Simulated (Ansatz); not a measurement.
Total energies of SiF4 from Ansatz at r2SCAN-D4/def2-TZVPD, gas phase (1 Eh = 27.2114 eV = 2625.5 kJ/mol). The reference geometry is relaxed at PBE-D4/def2-SVP.

```xyz
5

Si    0.0000    0.0000    0.0000
F    -0.6547    0.3042   -1.4310
F     1.1819    1.0457    0.2799
F     0.5909   -1.4898    0.0114
F    -1.1182    0.1399    1.1397
```

| state | geometry | energy (Eh) |
| --- | --- | --- |
| charge 0 singlet | reference | -689.15565 |
| charge -1 doublet | reference | -689.13054 |
| free Si atom (triplet) | – | -289.34127 |
| free F atom (doublet) | – | -99.72844 |

Question: Work out the vertical electron affinity, to the doublet.

Answer: E(charge 0 singlet) − E(charge -1 doublet) = -689.15565 − (-689.13054) = -0.02511 Eh = -0.68 eV; negative, so the extra electron isn't bound.

Question: What is the binding energy per atom against free atoms?

Answer: Atoms: 1 × (-289.34127) + 4 × (-99.72844) = -688.25503 Eh. Binding: -688.25503 − (-689.15565) = 0.90062 Eh = 24.51 eV, or 4.90 eV for each of 5 atoms (no zero-point energy, no counterpoise term).

At r2SCAN-D4/def2-TZVPD the highest occupied level of the charge -1 doublet lies above zero (up to 2.24 eV). By energy differences it is unbound by 0.68 eV (vertical, against the charge 0 singlet, at r2SCAN-D4/def2-TZVPD) and held by the finite basis.
